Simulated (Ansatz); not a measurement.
Born–Oppenheimer molecular dynamics of a periodic cell of 21 atoms, H12SO8 (contents 6 H2O + 1 SO2, density as packed 1.02 g/cm³ with natural masses). It starts from a partly relaxed structure (largest force component 0.37 eV/Å).

Theory: Ansatz 0.2.0, DFT LDA, scalar-relativistic, plane waves, PAW. Settings: accuracy low, cutoff 420 eV, k mesh 1x1x1, fermi-dirac smearing 0.05 eV, no spin polarisation.

```json
{"ensemble": "NVT, Langevin thermostat", "time step": "0.5 fs", "steps asked": "300", "set temperature": "700 K", "friction": "0.02 /fs", "seed": "152161"}
```

First frame:

```xyz
21
Lattice="6.5375 0.0000 0.0000 0.0000 6.5375 0.0000 0.0000 0.0000 6.5375" Properties=species:S:1:pos:R:3
O 2.828 6.192 6.574
H 2.674 5.150 6.511
H 2.701 6.433 5.612
O 1.944 1.751 1.478
H 0.965 1.677 1.636
H 2.205 0.926 0.952
O 4.682 5.672 1.663
H 4.018 5.977 0.901
H 4.265 4.901 2.149
O 3.080 3.779 3.443
H 2.512 4.603 3.503
H 2.626 3.135 2.845
O 2.821 3.725 6.255
H 2.882 3.516 5.283
H 2.388 2.988 6.762
O 1.983 6.228 3.939
H 2.217 6.927 3.289
H 0.975 6.222 3.965
S 5.081 0.583 3.028
O 5.828 1.471 2.162
O 5.896 -0.234 3.920
```

Problem. What does the run give?

Solution. All steps were run.

- steps done: 300
- time covered: 150 fs
- mean temperature over the second half: 709 K
- spread of the potential energy over the second half: 8.6 meV per atom
- mean potential energy of the second half above the start: 77.8 meV per atom

A run of 0.15 ps of so small a system gives no equilibrium averages. Limits of this set-up: coarse k mesh, low accuracy level.

Problem. What happens to the structure?

Solution. Mean squared displacements from the first frame to the last, about the centre of mass: O 0.37 Å², H 0.49 Å², S 0.22 Å². This is one draw of velocities; another would differ in detail.

Problem. How do temperature and energy run in time?

Solution. 
| time (fs) | T (K) | potential energy less start (eV) |
| --- | --- | --- |
| 0.0 | 667 | 0.000 |
| 12.5 | 388 | 1.279 |
| 25.0 | 391 | 1.207 |
| 37.5 | 557 | 1.137 |
| 50.0 | 490 | 1.320 |
| 62.5 | 638 | 1.107 |
| 75.0 | 580 | 1.626 |
| 87.5 | 556 | 1.892 |
| 100.0 | 746 | 1.688 |
| 112.5 | 794 | 1.702 |
| 125.0 | 549 | 1.713 |
| 137.5 | 888 | 1.150 |
| 150.0 | 843 | 1.572 |

The run took 4.6 min on 1 thread of Arm Neoverse V1, on a shared host, peak memory 0.33 GiB.
